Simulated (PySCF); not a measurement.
An unknown gives this computed stick spectrum. The calculation used TDDFT wB97X-D/def2-SVPD, vertical, gas phase, core orbitals frozen in the response in PySCF. Geometries: GFN2-xTB, one conformer each.

```
state  E (eV)  λ (nm)       f
   S1    5.50   225.4   0.769
   S2    5.76   215.3  0.0007
   S3    6.13   202.2  0.0008
   S4    6.59   188.1   0.054
   S5    6.64   186.8  0.0014
   S6    6.78   182.9  0.0037
   S7    6.96   178.0   0.030
   S8    7.11   174.4   0.037
```

Task: Which candidate is it?
A. `C#CC[SiH2]O/C=C/F`
B. `F/C=C/C=C1/CO[SiH2]1`
C. `CC(C)(C=O)[SiH2][SiH3]`

Result: B. Its S1 lies at 5.50 eV; the nearest of the others has S1 at 6.42 eV. S1 is HOMO→LUMO (97%). Löwdin shares by element: HOMO carbon 74% or more (atoms not listed hold the other 26%); LUMO carbon 72% or more (atoms not listed hold the other 28%). At the same level the other candidates give, for their lowest levels:
- `C#CC[SiH2]O/C=C/F`: 6.42 eV (f 0.003); 6.66 eV (f 0.001); 6.86 eV (f 0.051); 6.94 eV (f 0.075); 6.95 eV (f 0.028); T1 4.38 eV; HOMO -8.88, LUMO 1.87 eV
- `CC(C)(C=O)[SiH2][SiH3]`: 4.23 eV (f 0.002); 6.07 eV (f 0.041); 6.69 eV (f 0.008); 7.02 eV (f 0.003); 7.07 eV (f 0.025); T1 3.72 eV; HOMO -9.31, LUMO 0.55 eV

The values belong to the conformer `[F:1]/[CH:2]=[CH:3]/[CH:4]=[C:5]1/[CH2:6][O:7][SiH2:8]1`: C2–C3–C4–C5 180°.
Triplets come from the Tamm–Dancoff approximation.
